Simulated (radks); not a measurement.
Question: Species: Pt+. Configuration: [Xe] 4f14 5d9. Calculated with a radial shooting solver on a logarithmic mesh with Libxc functionals: scalar-relativistic Kohn-Sham, PBE, spin-polarised, spherical densities, finite nucleus; open shells are filled with parallel spins first (spin-orbit coupling, left out, can overturn this in heavy ions); Fermi nuclear charge, rms radius 5.427 fm; hard spherical wall at 8 bohr. Some entries of the table are withheld. Estimate them.

orbital,occ.,eigenvalue (hartree),<r> (bohr)
1s down,1,-2881.325,0.01715
1s up,1,-2881.325,0.01715
2s up,1,-506.4555,0.07236
2s down,1,-506.4532,0.07236
2p up,3,-439.0975,0.06523
2p down,3,-439.0956,0.06523
3s up,1,-119.1944,0.1871
3s down,1,-119.1936,0.1871
3p up,3,-99.56775,0.1882
3p down,3,-99.56680,0.1882
3d up,5,-78.24637,0.1704
3d down,5,-78.24470,0.1704
4s up,1,-25.84826,0.4151
4s down,1,-25.84602,0.4151
4p up,3,-19.40904,0.4419
4p down,3,-19.40697,0.4419
4d up,5,-11.57759,0.4682
4d down,5,-11.57521,0.4682
5s up,1,-4.04914,0.9538
5s down,1,-4.03280,0.9527
4f up,7,-2.87747,0.5164
4f down,7,-2.87386,0.5160
5p up,3,-2.37264,1.106
5p down,3,-2.35212,1.105
5d up,5,(1),1.641
5d down,4,(2),1.650
6s up,0,-0.47914,2.687
6s down,0,-0.46541,2.713
6p up,0,(3),3.518
6p down,0,(4),3.552
5f up,0,(5),4.860
5f down,0,(6),4.883

Answer: 
(1) 5d up eigenvalue (hartree): -0.53622
(2) 5d down eigenvalue (hartree): -0.51353
(3) 6p up eigenvalue (hartree): -0.24354
(4) 6p down eigenvalue (hartree): -0.23562
(5) 5f up eigenvalue (hartree): 0.10194
(6) 5f down eigenvalue (hartree): 0.10519
